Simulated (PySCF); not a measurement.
## `C(C/C=C/C#CCF)Cl`, C7H8ClF

Molfile (atoms numbered from 1):
```
C7H8ClF
     RDKit          3D

 17 16  0  0  0  0  0  0  0  0999 V2000
    4.2770    1.4530    0.2011 F   0  0  0  0  0  0  0  0  0  0  0  0
    4.1103    0.0975    0.0123 C   0  0  0  0  0  0  0  0  0  0  0  0
    2.7094   -0.2555   -0.0700 C   0  0  0  0  0  0  0  0  0  0  0  0
    1.5297   -0.4888   -0.1281 C   0  0  0  0  0  0  0  0  0  0  0  0
    0.1622   -0.8182   -0.1932 C   0  0  0  0  0  0  0  0  0  0  0  0
   -0.7815    0.0521   -0.5459 C   0  0  0  0  0  0  0  0  0  0  0  0
   -2.2376   -0.2749   -0.6120 C   0  0  0  0  0  0  0  0  0  0  0  0
   -3.0177    0.6173    0.3472 C   0  0  0  0  0  0  0  0  0  0  0  0
   -4.7681    0.2823    0.2309 Cl  0  0  0  0  0  0  0  0  0  0  0  0
    4.6319   -0.1575   -0.9194 H   0  0  0  0  0  0  0  0  0  0  0  0
    4.5898   -0.4026    0.8636 H   0  0  0  0  0  0  0  0  0  0  0  0
   -0.0854   -1.8404    0.0653 H   0  0  0  0  0  0  0  0  0  0  0  0
   -0.5096    1.0685   -0.7969 H   0  0  0  0  0  0  0  0  0  0  0  0
   -2.4068   -1.3229   -0.3588 H   0  0  0  0  0  0  0  0  0  0  0  0
   -2.6049   -0.1037   -1.6281 H   0  0  0  0  0  0  0  0  0  0  0  0
   -2.8794    1.6716    0.1067 H   0  0  0  0  0  0  0  0  0  0  0  0
   -2.7261    0.4342    1.3817 H   0  0  0  0  0  0  0  0  0  0  0  0
  1  2  1  0
  2  3  1  0
  3  4  3  0
  4  5  1  0
  5  6  2  0
  6  7  1  0
  7  8  1  0
  8  9  1  0
  2 10  1  0
  2 11  1  0
  5 12  1  0
  6 13  1  0
  7 14  1  0
  7 15  1  0
  8 16  1  0
  8 17  1  0
M  END
```

Computed with PySCF, GIAO B97-2/pcSseg-1 magnetisability, rotational g tensor and spin-rotation constants, non-relativistic, gas phase. Geometry: GFN2-xTB.

Q: Give the nuclear spin-rotation constants along the inertial axes (H = +C I·J) beside the isotropic shieldings.

A: Rotational constants 6.0092, 0.2968, 0.2874 GHz. A star marks the isotopologue with that one atom substituted, in its own axes.
| atom | isotope | Caa (kHz) | Cbb (kHz) | Ccc (kHz) | mean (kHz) | σ (ppm) |
| --- | --- | --- | --- | --- | --- | --- |
| F1 | 19F | 0.414 | 0.128 | 0.142 | 0.228 | 414.5 |
| Cl9 | 35Cl | 0.244 | 0.068 | 0.075 | 0.129 | 848.5 |
| H10 | 1H | -0.325 | -0.021 | -0.001 | -0.116 | 26.3 |
| H11 | 1H | -0.381 | -0.030 | 0.010 | -0.134 | 26.3 |
| H12 | 1H | -0.528 | 0.007 | -0.018 | -0.180 | 26.0 |
| H13 | 1H | -0.500 | 0.009 | -0.018 | -0.170 | 25.6 |
| H14 | 1H | -0.599 | 0.000 | -0.024 | -0.207 | 29.4 |
| H15 | 1H | -0.549 | -0.032 | 0.006 | -0.192 | 29.1 |
| H16 | 1H | -0.655 | 0.003 | -0.019 | -0.224 | 28.3 |
| H17 | 1H | -0.625 | -0.030 | 0.011 | -0.215 | 28.5 |
| C2 | 13C* | 1.607 | 0.045 | 0.073 | 0.575 | 112.7 |
| C3 | 13C* | 0.598 | 0.097 | 0.097 | 0.264 | 94.4 |
| C4 | 13C* | 0.438 | 0.101 | 0.104 | 0.214 | 92.5 |
| C5 | 13C* | 2.205 | 0.089 | 0.059 | 0.784 | 70.8 |
| C6 | 13C* | 2.587 | 0.105 | 0.067 | 0.919 | 40.2 |
| C7 | 13C* | 0.943 | 0.056 | 0.057 | 0.352 | 142.5 |
| C8 | 13C* | 0.942 | 0.059 | 0.061 | 0.354 | 136.9 |

For the geometry as given, no vibrational averaging.
